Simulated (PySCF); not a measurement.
PBEsol on B (boron, neutral), [He] 2s1 2p1 3d1, one real determinant (an excited configuration). Calculation: PySCF 2.14, in dyall-acv3z (15s9p4d2f, 76 functions); no relativity, point nucleus.

```
cycle= 1 E= -24.0598365472865  delta_E= -0.00298  |g|= 0.0152  |ddm|= 0.0758
cycle= 2 E= -24.0598542160613  delta_E= -1.77e-05  |g|= 0.00218  |ddm|= 0.00606
cycle= 3 E= -24.0598548219313  delta_E= -6.06e-07  |g|= 0.000116  |ddm|= 0.00107
cycle= 4 E= -24.0598548301979  delta_E= -8.27e-09  |g|= 1.76e-05  |ddm|= 0.000252
cycle= 5 E= -24.0598548304636  delta_E= -2.66e-10  |g|= 7.06e-07  |ddm|= 3.08e-05
converged SCF energy = -24.0598548304636  <S^2> = 3.7500043  2S+1 = 4.0000021
```

Highest occupied orbital energy: 0.509 eV; ⟨L²⟩ = 8.00; populations by l: s 3.00, p 1.00, d 1.00, f 0.00.

Can this result be used?

Not for this state. The calculation finished and met its thresholds. ⟨L²⟩ = 8.00 against 12 for a pure F term, so this real determinant mixes terms. The outer electron is Rydberg-like, and this basis confines it to a smaller radius and binds it less than a complete one would. At PBEsol the highest occupied level has a positive energy, so only the finite basis holds that electron; for this excited configuration the basis is too tight for the outer shell.
